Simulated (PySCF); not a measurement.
Spinor energies of Pb³⁺ (lead, charge +3)

Start: [Xe] 4f14 5d10 6s1; 6s1/2 filled at m_j = +1/2. Calculated with PySCF 2.14 in x2c-TZVPPall-2c (11s11p9d3f, 110 functions): generalised Hartree-Fock with the X2C-1e Hamiltonian and a Gaussian nucleus; one run each with spin-orbit coupling (SO) switched off, then screened by Boettger's factors.

```json
{"spinor shell": "1s1/2", "electrons": "2", "ε, spin-free (eV)": "-88538.4", "ε, screened SO (eV)": "-88499.7", "weight of nominal j (screened SO)": "1.000", "rms radius, screened SO (bohr)": "0.0181"}
{"spinor shell": "2s1/2", "electrons": "2", "ε, spin-free (eV)": "-16019.5", "ε, screened SO (eV)": "-16007.3", "weight of nominal j (screened SO)": "1.000", "rms radius, screened SO (bohr)": "0.0730"}
{"spinor shell": "2p1/2", "electrons": "2", "ε, spin-free (eV)": "-13764.8", "ε, screened SO (eV)": "-15349.5", "weight of nominal j (screened SO)": "1.000", "rms radius, screened SO (bohr)": "0.0617"}
{"spinor shell": "3s1/2", "electrons": "2", "ε, spin-free (eV)": "-3940.6", "ε, screened SO (eV)": "-3936.5", "weight of nominal j (screened SO)": "1.000", "rms radius, screened SO (bohr)": "0.186"}
{"spinor shell": "3p1/2", "electrons": "2", "ε, spin-free (eV)": "-3284.2", "ε, screened SO (eV)": "-3640.5", "weight of nominal j (screened SO)": "1.000", "rms radius, screened SO (bohr)": "0.178"}
{"spinor shell": "3p3/2", "electrons": "4", "ε, spin-free (eV)": "-3284.2", "ε, screened SO (eV)": "-3144.1", "weight of nominal j (screened SO)": "1.000", "rms radius, screened SO (bohr)": "0.195"}
{"spinor shell": "3d3/2", "electrons": "4", "ε, spin-free (eV)": "-2601.7", "ε, screened SO (eV)": "-2663.0", "weight of nominal j (screened SO)": "1.000", "rms radius, screened SO (bohr)": "0.170"}
{"spinor shell": "3d5/2", "electrons": "6", "ε, spin-free (eV)": "-2601.7", "ε, screened SO (eV)": "-2557.8", "weight of nominal j (screened SO)": "1.000", "rms radius, screened SO (bohr)": "0.175"}
{"spinor shell": "4s1/2", "electrons": "2", "ε, spin-free (eV)": "-953.72", "ε, screened SO (eV)": "-952.51", "weight of nominal j (screened SO)": "1.000", "rms radius, screened SO (bohr)": "0.408"}
{"spinor shell": "4p1/2", "electrons": "2", "ε, spin-free (eV)": "-735.00", "ε, screened SO (eV)": "-823.30", "weight of nominal j (screened SO)": "1.000", "rms radius, screened SO (bohr)": "0.412"}
{"spinor shell": "4p3/2", "electrons": "4", "ε, spin-free (eV)": "-735.00", "ε, screened SO (eV)": "-700.07", "weight of nominal j (screened SO)": "1.000", "rms radius, screened SO (bohr)": "0.446"}
{"spinor shell": "4d3/2", "electrons": "4", "ε, spin-free (eV)": "-475.67", "ε, screened SO (eV)": "-489.37", "weight of nominal j (screened SO)": "1.000", "rms radius, screened SO (bohr)": "0.455"}
{"spinor shell": "4d5/2", "electrons": "6", "ε, spin-free (eV)": "-475.67", "ε, screened SO (eV)": "-465.72", "weight of nominal j (screened SO)": "1.000", "rms radius, screened SO (bohr)": "0.466"}
{"spinor shell": "5s1/2", "electrons": "2", "ε, spin-free (eV)": "-195.62", "ε, screened SO (eV)": "-195.46", "weight of nominal j (screened SO)": "1.000", "rms radius, screened SO (bohr)": "0.916"}
{"spinor shell": "4f5/2", "electrons": "6", "ε, spin-free (eV)": "-187.82", "ε, screened SO (eV)": "-190.14", "weight of nominal j (screened SO)": "1.000", "rms radius, screened SO (bohr)": "0.493"}
{"spinor shell": "4f7/2", "electrons": "8", "ε, spin-free (eV)": "-187.82", "ε, screened SO (eV)": "-185.17", "weight of nominal j (screened SO)": "1.000", "rms radius, screened SO (bohr)": "0.495"}
{"spinor shell": "5p1/2", "electrons": "2", "ε, spin-free (eV)": "-132.70", "ε, screened SO (eV)": "-149.25", "weight of nominal j (screened SO)": "1.000", "rms radius, screened SO (bohr)": "0.983"}
{"spinor shell": "5p3/2", "electrons": "4", "ε, spin-free (eV)": "-132.70", "ε, screened SO (eV)": "-126.23", "weight of nominal j (screened SO)": "1.000", "rms radius, screened SO (bohr)": "1.07"}
{"spinor shell": "5d3/2", "electrons": "4", "ε, spin-free (eV)": "-57.589", "ε, screened SO (eV)": "-59.359", "weight of nominal j (screened SO)": "0.996", "rms radius, screened SO (bohr)": "1.34"}
{"spinor shell": "5d5/2", "electrons": "6", "ε, spin-free (eV)": "-57.589", "ε, screened SO (eV)": "-56.399", "weight of nominal j (screened SO)": "0.997", "rms radius, screened SO (bohr)": "1.38"}
{"spinor shell": "6s1/2", "electrons": "1", "ε, spin-free (eV)": "-40.920", "ε, screened SO (eV)": "-40.943", "weight of nominal j (screened SO)": "1.000", "rms radius, screened SO (bohr)": "2.27"}
```

(1) Where does 2p3/2 lie, and what is the 2p spin-orbit splitting (screened SO)?

```
   quantity     spin-free   screened SO
E (hartree)  -20863.76536  -20901.65113
        M_J           1/2           1/2
       ⟨J²⟩         0.751         0.751
       ⟨L²⟩         0.000         0.197
       ⟨S²⟩         0.751         0.948
```

Each row is a mean over spinors that exchange with the open shell spreads, by up to 0.483 eV (5s1/2).

Breit and QED terms are absent; they matter most for the inner s and p1/2 levels.

Densities and radii are taken from the X2C orbitals without a picture-change correction, which distorts them close to the nucleus.

Without spin-orbit coupling the j labels of p, d and f shells carry no meaning; the spin-free column gives the mean over the occupied spinors of each nl shell.

## Answers

(1) At -13155.0 eV, 2194.5 eV above 2p1/2.
